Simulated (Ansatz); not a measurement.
A run for Ansatz (a program for electronic structure): R-PBE/def2-TZVPP on BrH2NSi (SMILES N[Si]Br), a point of a torsion scan.

Ansatz 0.2 input:
```yaml
crystal:
  periodic: [false, false, false]
  atoms:
    - {symbol: N, position_ang: [-0.74179982, -0.07513720, -0.09913927]}
    - {symbol: Si, position_ang: [0.78729476, -0.70309507, -0.53241137]}
    - {symbol: Br, position_ang: [0.89597732, -2.38912395, 1.02940909]}
    - {symbol: H, position_ang: [-0.97468236, 0.89489082, -0.22714760]}
    - {symbol: H, position_ang: [-1.35681853, -0.50794208, 0.57816817]}
basis:
  gaussian:
    orbitals: def2-TZVPP
hamiltonian:
  xc: {name: PBE}
scf: {lower_state_search: off}
```

The head of its log:

```
WARN ansatz: RAYON_NUM_THREADS=1 ignored (pool sized by the plan → 1); use --threads N
Functional definition: PBE
these checks for a lower state are left out or cut short: stability, starts, cluster_reference, orbital_swaps, neighbouring_geometries, increment
integrals: 0.06 GiB planned
937 factors; their error is unknown
mean field: 0.45 GiB planned
mean field evaluation 1: about -79422.5553 eV, gradient 7.3e1 eV
mean field evaluation 2: about -79367.4055 eV, gradient 1.4e2 eV
```

Q: What total energy does the run end on?

A: -2919.0907 hartree.
